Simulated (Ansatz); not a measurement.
Geometry optimisation, Ansatz, RKS B3LYP-D4/def2-SVP.

Input file:

```yaml
crystal:
  periodic: [false, false, false]
  atoms:
    - { symbol: F, position_ang: [-0.5605, 1.7835, 0.6023] }
    - { symbol: C, position_ang: [0.0907, 1.0499, -0.2611] }
    - { symbol: "N", position_ang: [0.8213, -0.0075, 0.4063] }
    - { symbol: Si, position_ang: [-0.4038, -1.0206, 0.2392] }
    - { symbol: O, position_ang: [-0.7234, 0.0657, -0.9813] }
    - { symbol: H, position_ang: [0.6906, 1.6651, -0.9632] }
    - { symbol: H, position_ang: [1.5917, -0.3706, -0.1988] }
    - { symbol: H, position_ang: [1.13669, -0.32943, 1.34358] }
    - { symbol: H, position_ang: [-1.4258, -0.8836, 1.4049] }
basis:
  gaussian: { orbitals: def2-SVP }
hamiltonian:
  xc: b3lyp
  dispersion: d4
relax:
  f_tol: 0.02
  max_steps: 50
```

Run as:

```bash
$ ansatz run input.yaml --threads 2 --pin off --max-ram 3072MiB --backend cpu --events-out ev --progress --plain --runs-dir out
```

**Question.** Where does it end, and by what steps?

**Answer.** The run converged. After 9 steps the energy has fallen by 3.881 eV; Si4 moved furthest, 0.56 Å. The start is strongly strained (largest force component 12 eV/Å).

| step | energy less start (eV) | largest force component (eV/Å) | accepted |
| --- | --- | --- | --- |
| 0 | 0.0000 | 12.000 | yes |
| 1 | -2.1797 | 5.709 | yes |
| 2 | -3.4682 | 1.902 | yes |
| 3 | -3.7980 | 1.022 | yes |
| 4 | -3.7374 | 1.173 | no |
| 5 | -3.8705 | 0.152 | yes |
| 6 | -3.8760 | 0.224 | yes |
| 7 | -3.8795 | 0.068 | yes |
| 8 | -3.8805 | 0.027 | yes |
| 9 | -3.8809 | 0.013 | yes |

```xyz
9
Properties=species:S:1:pos:R:3
F -0.340 1.808 0.702
C 0.080 0.941 -0.285
N 0.901 -0.105 0.422
Si -0.740 -1.365 -0.048
O -0.907 0.253 -0.854
H 0.682 1.542 -0.994
H 1.782 -0.310 -0.054
H 1.098 0.163 1.389
H -1.340 -0.974 1.316
```

Whether the end is a true minimum wasn't checked by a vibrational analysis.

Run time: 38 s on 2 threads of Intel(R) Xeon(R) Platinum 8488C (Sapphire Rapids), with other jobs on the host, peak memory 0.21 GiB.
